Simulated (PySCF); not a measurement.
Question: What does the GFN2-xTB structure of InChI=1S/C5H11ClSi/c1-5(2)7-4-3-6/h3-5H,7H2,1-2H3/b4-3+ look like in three dimensions?

Answer: 
Z-matrix in Å and degrees, rows numbered from 1:
```
C 
C   1  1.5278
C   2  1.5278  1  110.00
Si  2  1.9157  1  111.83  3  -124.13
C   4  1.8850  2  108.54  1    60.12
C   5  1.3204  4  123.22  2   100.67
Cl  6  1.7288  5  123.62  4  -178.52
H   1  1.0878  2  111.03  3  -178.93
H   1  1.0895  2  110.60  3   -58.83
H   1  1.0880  2  110.53  3    60.67
H   2  1.0955  1  107.68  3   117.08
H   3  1.0896  2  110.57  1    56.95
H   3  1.0886  2  110.58  1   -62.78
H   3  1.0880  2  110.95  1   177.02
H   4  1.4662  2  109.53  1   179.75
H   4  1.4671  2  109.88  1   -58.41
H   5  1.0817  4  118.35  2   -77.92
H   6  1.0786  5  123.73  4     1.82
```

Si4 (SiH2 silicon) is tetrahedral (angles from 108.5° to 110.7°). The C–C distances run from 1.320 Å (C5=C6, drawn double) to 1.528 Å (C2–C3, drawn single), a spread of 0.208 Å. The C–Si distances run from 1.885 Å (Si4–C5, drawn single) to 1.916 Å (C2–Si4, drawn single), a spread of 0.031 Å. Of the pairs four or more bonds apart, H9···H12 is among the closest relative to their van der Waals radii: 2.51 Å, 105 % of the sum of Bondi's values.

Structure optimised with GFN2-xTB, isolated species.

Point group: C1 (no symmetry element, even within 0.4 Å). Not checked by GFN2-xTB frequencies. One conformer, not necessarily the lowest (C1–C2–Si4–C5 60°, C2–Si4–C5–C6 101°).

These are computed values.
